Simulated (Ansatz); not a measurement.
Reactions of `C=CCO[SiH3]`.

Program: Ansatz. Geometries: PBE0-D4/def2-TZVP. ΔE: electronic, gas phase. CCSD(T)/CBS is the MP2 limit (def2-TZVPP, def2-QZVPP) plus CCSD(T) − MP2 in def2-TZVPP, frozen cores. This one scheme is used for every species, atoms too. DFT in def2-TZVPP. Open shells (•) are unrestricted, without spin–orbit coupling. Spin–orbit coupling would lower the free atoms: a little for C, O, Si. For Ga, Sc outer-core shells are correlated without core-valence functions, so the limit isn't a true one: a few kJ/mol of doubt a bond, and 10 to 20 or more in all where bonds break to atoms. Scalar relativity is left out up to krypton. One conformer a species, not always the lowest.

```json
{"reaction": "`C=CCO[SiH3]` → `C1C[SiH2]CO1`", "ωB97X-V (kcal/mol)": "5.6", "B2PLYP (kcal/mol)": "11.1", "PBE-D4 (kcal/mol)": "3.4"}
{"reaction": "`C=CCO[SiH3]` + `[NH2][Sc]([OH])[OH]` → `[NH2][Sc]([OH])[O][SiH3]` + `C=CCO`", "ωB97X-V (kcal/mol)": "-6.8", "B2PLYP (kcal/mol)": "-7.2", "PBE-D4 (kcal/mol)": "-6.9"}
{"reaction": "`C=CCO[SiH3]` → 3 C• + 8 H• + O• + Si•", "ωB97X-V (kcal/mol)": "1189.5", "B2PLYP (kcal/mol)": "1176.2", "PBE-D4 (kcal/mol)": "1203.5"}
{"reaction": "`C=CCO[SiH3]` + `N[Si](N)(O)O` → `N[Si](N)(O)O[SiH3]` + `C=CCO`", "ωB97X-V (kcal/mol)": "-5.4", "B2PLYP (kcal/mol)": "-5.2", "PBE-D4 (kcal/mol)": "-5.3"}
{"reaction": "`C=CCO[SiH3]` + `BN` → `BNC=C` + `CO[SiH3]`", "ωB97X-V (kcal/mol)": "2.6", "B2PLYP (kcal/mol)": "2.1", "PBE-D4 (kcal/mol)": "1.1"}
{"reaction": "`C=CCO[SiH3]` + `CCCl` → `C=CCCCl` + `CO[SiH3]`", "ωB97X-V (kcal/mol)": "1.8", "B2PLYP (kcal/mol)": "2.1", "PBE-D4 (kcal/mol)": "1.9"}
{"reaction": "`C=CCO[SiH3]` + `[OH][Ga]([OH])[Cl]` → `[OH][Ga]([Cl])[O][SiH3]` + `C=CCO`", "ωB97X-V (kcal/mol)": "-3.6", "B2PLYP (kcal/mol)": "-3.5", "PBE-D4 (kcal/mol)": "-3.0"}
```

**Question.** Give the CCSD(T)/CBS values in the same order. (Best estimate.)

**Answer.** The calculation gave: 9.2, -7.5, 1188.1, -5.6, 3.3, 1.8, -3.7 kcal/mol.

Largest T1 diagnostic: 0.016, for `[NH2][Sc]([OH])[OH]`.
